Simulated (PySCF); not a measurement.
# Radial density of Sn (tin, neutral)

UHF, [Kr] 4d10 5s1 5p3, high-spin 5S determinant (an excited configuration). All numbers are calculated (PySCF 2.14, the spin-free X2C one-electron Hamiltonian (Gaussian nucleus), in x2c-TZVPPall with one added diffuse shell each of s, p, d, f type (9s7p5d3f, 76 functions)).

```tsv
r (bohr)	4πr²ρ (e/bohr)	4πr²(ρα − ρβ)
0.0266	61.47	0.0125
0.0448	56.31	0.0287
0.0754	78.84	0.0455
0.127	68.77	-0.0268
0.213	62.12	0.0504
0.359	50.46	0.0120
0.603	20.42	0.1853
1.01	18.73	-0.1058
1.71	4.156	1.1601
2.87	1.577	1.4849
4.83	0.2960	0.2959
8.12	0.003759	0.0038
```

Densities and radii are taken from the X2C orbitals without a picture-change correction, which distorts them close to the nucleus.

Q: Where is the radial spin density 4πr²(ρα − ρβ) most negative, and why is it negative at all?

A: Around r = 1.01 bohr, down to -0.1058 e/bohr: exchange with the open shell polarises the paired shells in an unrestricted calculation.
